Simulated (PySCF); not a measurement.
Si(NMe2)(SH) (C2H7NSSi), SMILES [Si](N(C)C)S (connectivity only; charge and spin as stated), neutral, multiplicity 1.

The structure is a stationary point at TPSSh-D3(BJ)/def2-SVP. The structure was generated by enumeration; whether it is a known compound was not checked. The values are those of a single conformer.

Method: SMD-B3LYP/def2-SVP run with PySCF.

Solvation free energies are E(SMD) − E(gas) at the gas-phase geometry, for 1 M in both phases. In vacuum the dipole moment is 1.68 D.

```json
[
 {"solvent": "water", "ΔG(solv) (kcal/mol)": "-0.8", "its non-electrostatic (CDS) part": "2.5", "dipole (D)": "2.35"},
 {"solvent": "tetrahydrofuran", "ΔG(solv) (kcal/mol)": "-4.2", "its non-electrostatic (CDS) part": "-1.5", "dipole (D)": "2.23"},
 {"solvent": "dimethylsulfoxide", "ΔG(solv) (kcal/mol)": "?", "its non-electrostatic (CDS) part": "?", "dipole (D)": "?"}
]
```

Problem. Fill in the missing entries. (Estimate from the structure and the level; the computed values follow.)

Solution. 
- dimethylsulfoxide, ΔG(solv) (kcal/mol): -3.5
- dimethylsulfoxide, its non-electrostatic (CDS) part: -0.2
- dimethylsulfoxide, dipole (D): 2.34
